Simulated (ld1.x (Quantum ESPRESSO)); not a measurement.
# He, PAW: configuration errors across variants

| Quantity | Value |
| --- | --- |
| Element | He |
| Generator | ld1.x (Quantum ESPRESSO) 7.5 |
| Type | PAW |
| Functional | PW91 |
| Relativity | scalar-relativistic |
| Frozen core | none |
| Valence charge | 2 |
| Reference configuration | 1s0.5 (charge +1.5) |
| Partial waves | 1s (bound): rcut 0.30, rcutus 0.35 bohr; 1s channel at -0.6 Ry: rcut 0.30, rcutus 0.35 bohr |
| Local potential | all-electron potential smoothed inside 0.25 bohr (lloc = -1) |
| Core correction | none |
| Augmentation charge | BESSEL, radius 0.25 bohr |

All-electron excitation energies from the reference (eV): (1) 1s2 -49.983; (2) 1s1 -22.903; (3) 1s1.5 -39.374.

1 further variants failed, have other tests or too few solved ones, and are left out.

Errors AE − PS in meV (a dash: test not solved or not reliable):

```csv
change,(1),(2),(3),bound ghosts
base,+6.4,+3.8,+5.4,none
"waves 1s (bound): rcut 0.30, rcutus 0.36 bohr; 1s channel at -0.6 Ry: rcut 0.30, rcutus 0.36 bohr; local potential all-electron potential smoothed inside 0.26 bohr (lloc = -1); augmentation BESSEL, radius 0.26 bohr",+6.4,+3.8,+5.4,none
local potential all-electron potential smoothed inside 0.40 bohr (lloc = -1),+6.4,+3.8,+5.4,none
"wave 1s channel at -0.6 Ry: rcut 0.30, rcutus 0.35 bohr becomes 1s channel at 1.88 Ry: rcut 0.30, rcutus 0.35 bohr",+6.2,+3.8,+5.3,none
"waves 1s (bound): rcut 0.30, rcutus 0.48 bohr; 1s channel at -0.6 Ry: rcut 0.30, rcutus 0.48 bohr",+5.8,+3.5,+5.0,none
"augmentation PSQ, radius 0.25 bohr",+7.3,+3.8,+5.8,none
```

Give the same row for: type TM; waves now 1s (bound): rc 0.35 bohr; local potential all-electron potential smoothed inside 0.35 bohr (lloc = -2).

+10, +5.3, +8.4; bound ghosts: none.
